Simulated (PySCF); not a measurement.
## Worked example: chemical shift, span and skew from a shielding tensor

B(Me)(OMe)(SMe) (C3H9BOS), SMILES S(C)B(C)OC. Atoms are numbered in the order given.

```xyz
15

B      0.0777     0.5094     0.1884
C      0.3738     1.9148     0.8327
H      0.9787     1.8491     1.7476
H     -0.5675     2.4331     1.0840
H      0.9071     2.5655     0.1186
O     -0.6491     0.3381    -0.9478
C     -1.2065     1.4138    -1.6552
H     -0.4327     2.1140    -2.0127
H     -1.7398     1.0128    -2.5288
H     -1.9257     1.9802    -1.0398
S      0.7303    -0.9761     0.9848
C      0.1378    -2.3031    -0.1010
H     -0.9594    -2.3180    -0.1340
H      0.5041    -3.2527     0.3103
H      0.5236    -2.1728    -1.1204
```

The structure is a stationary point at PBE0-D3(BJ)/def2-SVP. The values are those of a single conformer.

GIAO shieldings from PBE/pcSseg-1 (PySCF), non-relativistic, no solvent. The symmetric part of the tensor of C2 has the principal values 169.0, 182.0, 184.7 ppm. The same nucleus in TMS has σ = 182.0 ppm at this level (PySCF, at its B3LYP-D3(BJ)/def2-TZVP geometry).

### Question
Work out the isotropic shielding, the ¹³C shift against TMS, the span and the skew.

### Answer

σ(iso) = (σ11 + σ22 + σ33)/3 = 178.6 ppm. δ = σ(ref) − σ(iso) = 182.0 − (178.6) = 3.4 ppm.
Span Ω = σ33 − σ11 = 15.7 ppm. Skew κ = 3(σ(iso) − σ22)/Ω = -0.66. Tumbling in solution averages the tensor to δ; in a static solid the shielding alone would spread this spin-1/2 line over Ω.
